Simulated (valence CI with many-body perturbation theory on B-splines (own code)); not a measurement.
Tb XXVII: what the settings do

Computed by configuration interaction combined with many-body perturbation theory (CI+MBPT): three valence electrons over a frozen Dirac-Fock core [Kr], a basis of 6 s, 6 p, 5 d, 5 f, 1 g functions for each j, with the one-electron correlation potential Σ1, the two-electron term Σ2, the three-electron term Σ3, Breit, model QED; selected CI, second order for the rest, scaled by the run's own slope (own B-spline code, finite nucleus).

The last digits are not significant, and no measured levels were compared; by estimate large intervals hold to a few tenths of a per cent, small ones and those within an open d or f shell to about a per cent. Only levels of the ground parity were solved; by the run's estimate the other parity begins above the list, which can be wrong where configurations are misplaced.

The reference run has the lowest level (4d3/2^3) J=3/2 and an ionisation energy of 910.159 eV. Its largest variational space holds 2581 state functions.

Levels are named by their leading jj configuration (3d3/2^4 stands for four electrons in 3d with j = 3/2), which in mixed levels can hold well under half, so a name can repeat and another be missing. Letters in brackets count levels of one name in rising energy.

Changed runs:
A. selection threshold (hartree) 2e-08 → 2e-07; shift of the energy in Σ1 (hartree) 0 → -7.008
B. shift of the energy in Σ1 (hartree) 0 → 4.672
C. lowest core n in screening and Σ2 2 → 1
D. Davidson iteration limit 60 → 3 (bad on purpose)

Excitation energies of the reference run in cm⁻¹, and shifts in cm⁻¹:

```
                    Level  Reference       A       B         C  D
(4d3/2^2 4d5/2) J=5/2 [a]      50361   +1024    +627         0  0
    (4d3/2^2 4d5/2) J=3/2      68830    +900    +572      -0.1  0
    (4d3/2^2 4d5/2) J=7/2      72213   +1127    +703      -0.1  0
    (4d3/2^2 4d5/2) J=9/2      77642   +1019    +643      -0.1  0
    (4d3/2^2 4d5/2) J=1/2      79794    +965    +618      -0.1  0
(4d3/2^2 4d5/2) J=5/2 [b]     120932   +1328    +862      -0.1  0
(4d3/2 4d5/2^2) J=7/2 [a]     126572   +1946   +1217      -0.1  0
    (4d3/2 4d5/2^2) J=9/2     134288   +2063   +1289      -0.1  0
(4d3/2 4d5/2^2) J=3/2 [a]     146670   +2002   +1271      -0.1  0
    (4d3/2 4d5/2^2) J=1/2     153209   +2022   +1288      -0.1  0
   (4d3/2 4d5/2^2) J=11/2     159299   +2036   +1291      -0.1  0
(4d3/2 4d5/2^2) J=5/2 [a]     165372   +1789   +1160      -0.2  0
   Ionisation energy (eV)    910.159  -1.695  +0.691  -2.3e-05  0
```

Run D: The Davidson iterations stopped at their limit.
